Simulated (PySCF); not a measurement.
**Electron correlation in Ta²⁺ (tantalum, charge +2)**

[Xe] 4f14 5d2 6p1, one real determinant (an excited configuration). Calculation: PySCF 2.14, in def2-TZVPPD with the def2 core potential (60 electrons); scalar relativity through the core potential. Frozen: 5s2 5p6; 3 electrons correlated.

```
  level  correlation energy (mhartree)
   CCSD                         -16.76
    (T)                          -0.79
CCSD(T)                         -17.55
```

Diagnostics: T1 = 0.024, D1 = 0.0544, largest double amplitude 0.230.

Q: Is a single reference adequate?

A: Not fully. The real determinant used has ⟨L²⟩ near 14 against 20 for a pure G term, so it mixes terms. Spin-orbit coupling, absent here, splits the open shell strongly. A double-excitation amplitude exceeds 0.15, a sign of near-degeneracy.

The reference is one real determinant that mixes LS terms of this configuration.
